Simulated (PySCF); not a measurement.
# What a mistake does to a calculation on CH7NSi2

These are calculations, not measurements. They come from PySCF 2.14.0, an open-source quantum chemistry program, on an isolated molecule that a program drew, which may never have been made. The molecule is CH7NSi2 (charge 0, singlet), drawn as the SMILES string `[SiH]NC[SiH3]`.

Each row is a Hartree-Fock (HF) and frozen-core CCSD(T) single point in the cc-pV(D+d)Z basis, meant for a local HF minimum. Run 1 is clean. Each other run has one planted mistake out of seven kinds, and not every kind appears here: one electron removed, one electron added, multiplicity raised by two, geometry at a saddle point, minimal basis STO-3G, one bond length entered in bohr, all coordinates scaled. The reference is restricted for singlets and unrestricted otherwise, and also for a bond in bohr. Adding or removing an electron swaps singlet and doublet. Electrons count all cores. HOMO and LUMO are orbital energies over both spins, the gradient is its largest component, and the lowest frequency (negative if imaginary) is given only where the gradient is small. Bond lengths are over the 10 bonds as drawn. T1 is the CCSD diagnostic: over 0.02 (restricted) or 0.045 (unrestricted) a single reference is doubtful.

Geometry of the clean run:
```xyz
11
CH7NSi2, angstrom
Si    1.3479    0.2945    1.0620
N    -0.2784    0.7775    1.2178
C    -1.4907   -0.0231    1.0837
Si   -1.3287   -1.8747    0.6784
H     1.9318    1.6698    1.3403
H    -0.4901    1.7350    1.4314
H    -2.0784    0.0306    2.0085
H    -2.1329    0.3991    0.3008
H    -2.7262   -2.3699    0.6159
H    -0.6052   -2.6172    1.7336
H    -0.6809   -2.1057   -0.6313
```

```
run  electrons  basis functions  <S^2>  HOMO (eV)  LUMO (eV)  gradient (hartree/bohr)  lowest frequency (cm^-1)  mean bond (Å)  longest bond (Å)      T1  HF (hartree)  CCSD(T) (hartree)                 mistake
  1         48              109  0.000      -8.68       1.86                  2.3e-05                       105         1.4225             1.902  0.0157    -674.23509         -674.81907                no fault
  2         48              109  0.000      -8.31       2.31                  1.2e-01                         -         1.2888             1.724  0.0128    -674.12054         -674.69070  all coordinates scaled
  3         48               35  0.000      -5.98       7.31                  3.4e-02                         -         1.4225             1.902  0.0187    -666.39299         -666.63321    minimal basis STO-3G
  4         48              109  2.006      -6.69       0.43                  3.8e-02                         -         1.4225             1.902  0.0155    -674.16980         -674.72521                       ?
```

**Which mistake was planted in run 4, and what did it cost?**

Electrons, basis and geometry are unchanged, and <S^2> is 2.006, beside S(S+1) = 2.00 for a multiplicity of 3. So the mistake is: multiplicity raised by two. Subtracting run 1 and multiplying by 627.51 kcal/mol a hartree, the energy moved by 41.0 kcal/mol in HF and 58.9 kcal/mol in CCSD(T).

